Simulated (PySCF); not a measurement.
# YbOF at several levels of theory

Computed with PySCF 2.14.0 (density fitting, no spin-orbit coupling) at the geometry relaxed with PBE0:

```xyz
3
YbOF (singlet in the valence; each metal's 4f electrons, 13 of them, lie in its core potential, out of spins and levels)
Yb    0.0194    0.0000   -0.3108
O     1.5107    0.0000    0.6988
F    -1.6397    0.0000    0.7776
```

| level | basis | state | HOMO (eV) | gap (eV) | charge on Yb1 (e) | population of f-type functions on Yb1 (polarisation alone where 4f lies in the core) | dipole about the centre of mass (D) | largest force component (eV/Å) |
| --- | --- | --- | --- | --- | --- | --- | --- | --- |
| PBE0 | Yb lcecp-1-SVP with ECP59, O def2-SVP, F def2-SVP | singlet | -6.64 | 3.98 | 0.90 | 0.07 | 7.59 | 0.01 |
| M06-L | the same | singlet | -5.21 | 2.85 | 0.99 | 0.06 | 7.38 | 0.52 |
| PBE0 | Yb lcecp-1-TZVP with ECP59, O def2-TZVP, F def2-TZVP | singlet | -6.63 | 3.98 | 1.30 | 0.07 | 7.86 | 0.17 |

In the lcecp rows the 4f levels are missing from HOMO and gap, and the state counts the valence alone.

Charges are Mulliken's, which hang on the basis. The relaxation used the grid (50, 194), these runs (75, 302) or, all-electron (x2c bases, spin-free X2C Hamiltonian), (99, 590).

(1) What does wB97X with Yb lcecp-1-SVP with ECP59, O def2-SVP, F def2-SVP give here?

An lcecp potential fixes the number of 4f electrons, so in runs with it no electron can move into or out of that shell.

Answers

(1) state singlet, HOMO (eV) -8.91, gap (eV) 8.10, charge on Yb1 (e) 0.91, population of f-type functions on Yb1 (polarisation alone where 4f lies in the core) 0.07, dipole about the centre of mass (D) 7.97, largest force component (eV/Å) 0.24. Time: 2 s on 2 threads of Arm Neoverse V1, with other jobs on the host, from an already converged density.
